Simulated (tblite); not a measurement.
CF3O3S (SMILES O=S(=O)([O-])C(F)(F)F), charge -1, singlet, at a GFN2-xTB geometry; GFN1-xTB with ALPB(water) (tblite).

Input for tblite:
```
$ tblite run mol.xyz --method gfn1 --charge -1 --spin 0 --alpb water --json tblite.json --no-restart

# file mol.xyz
8

O      1.43759940    -0.31893974     1.17113549
S      0.92357543    -0.03591358    -0.15049648
O      1.20167442     1.28840781    -0.66027026
O      1.03510126    -1.11234754    -1.10960410
C     -0.92892797     0.03612172     0.15136868
F     -1.26275110     0.99198614     1.03329425
F     -1.40924817    -1.11942013     0.63811600
F     -1.61673848     0.29420318    -0.97256107
```

It wrote (shortened):

```
xTB calculator
 | screened Coulomb repulsion
 | Coulomb electrostatics
 |  * isotropic Klopman-Ohno-Mataga-Nishimoto electrostatics
 |  * onsite third-order electrostatics
 | DFT-D3(BJ) dispersion correction
 | Interactions (3)
 | [1] alpb/gbsa reaction field model
 | [2] cds contribution to solvation
 | [3] empirical free energy shift and standard state/solvent correction

halogen bonding energy    0.0000000000000E+00 Eh
repulsion energy          1.0815130457035E-01 Eh
dispersion energy        -2.8324840291667E-03 Eh
interaction energy        8.5560005499619E-03 Eh
number of electrons       5.0000000000000E+01 e
integral cutoff           1.9487547202114E+01 bohr

------------------------------------------------------------
  cycle        total energy    energy error   density error
------------------------------------------------------------
      1     -33.84659552127  -3.3960470E+01   8.9995651E-01
      2     -34.63261875067  -7.8602323E-01   6.7475594E-01
      3     -34.78895828251  -1.5633953E-01   4.6448647E-01
      4     -35.62352854978  -8.3457027E-01   1.0025626E-01
      5     -35.62536649834  -1.8379486E-03   2.4730420E-02
      6     -35.62393607406   1.4304243E-03   2.5551285E-02
      7     -35.62674421159  -2.8081375E-03   4.3386510E-03
      8     -35.62674777342  -3.5618346E-06   2.9841939E-03
      9     -35.62677663848  -2.8865060E-05   5.8647141E-04
     10     -35.62677780179  -1.1633097E-06   1.5972282E-05
     11     -35.62677780054   1.2559624E-09   1.7966802E-05
------------------------------------------------------------

electronic energy        -3.5740652621629E+01 Eh
total energy             -3.5626777800537E+01 Eh

Post processing:
 | Mayer-Wiberg bond orders

[Info] JSON dump of results written to 'tblite.json'
```
